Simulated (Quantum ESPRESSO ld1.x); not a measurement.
The numbers below are computed, except where a source is named.
Q: All-electron atom: the aluminium ion Al+ in [Ne] 3p2 (not the ground configuration). Level of theory: Dirac Kohn-Sham, PBE, spin-unpolarised, spherical densities, point nucleus; open shells are shared between the two j in proportion to 2j + 1 (ld1.x of Quantum ESPRESSO 7.5). Some entries of the table are withheld. Estimate them.

orbital,occ.,eigenvalue (hartree),<r^2> (bohr^2),<1/r> (bohr^-1)
1s1/2,2,-55.9694,0.01946,12.63
2s1/2,2,-4.40551,0.4683,2.343
2p1/2,2,-3.00004,0.4573,(1)
2p3/2,4,-2.98377,0.4605,(2)
3p1/2,0.666667,(3),(4),0.4736
3p3/2,1.33333,(5),(6),0.4725

A: 
(1) 2p1/2 <1/r> (bohr^-1): 2.220
(2) 2p3/2 <1/r> (bohr^-1): 2.210
(3) 3p1/2 eigenvalue (hartree): -0.38206
(4) 3p1/2 <r^2> (bohr^2): 9.124
(5) 3p3/2 eigenvalue (hartree): -0.38110
(6) 3p3/2 <r^2> (bohr^2): 9.159
